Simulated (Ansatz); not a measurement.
System: BeCl, net charge 0, doublet state. SMILES: [Be][Cl]
Coordinates optimised at B3LYP-D3(BJ)/def2-TZVP (Ansatz, a program for electronic structure):
```xyz
2

Be     0.0000     0.0000    -1.4703
Cl     0.0000     0.0000     0.3460
```
Charge 0, spin multiplicity 2.

Property: atomisation energy (electronic, to ground-state atoms), in eV. Cores are frozen in the correlated levels unless marked. Open shells are spin-unrestricted. Spin-orbit coupling is left out. Non-relativistic. The coupled-cluster limit lacks core correlation, which all-electron functionals hold. Basis-set limits of correlation are two-point, X^-3; Hartree-Fock from the larger set.

```json
[
 {"level": "PBE0-D3(BJ)/def2-TZVPD", "program": "Ansatz + dftd3", "atomisation energy (eV)": "…"},
 {"level": "CCSD(T)/CBS(def2-TZVPPD,def2-QZVPPD)", "program": "Ansatz", "atomisation energy (eV)": "…"}
]
```

**Question.** What belongs in the gaps?

**Answer.** 
- PBE0-D3(BJ)/def2-TZVPD, atomisation energy (eV): 4.25
- CCSD(T)/CBS(def2-TZVPPD,def2-QZVPPD), atomisation energy (eV): 3.99
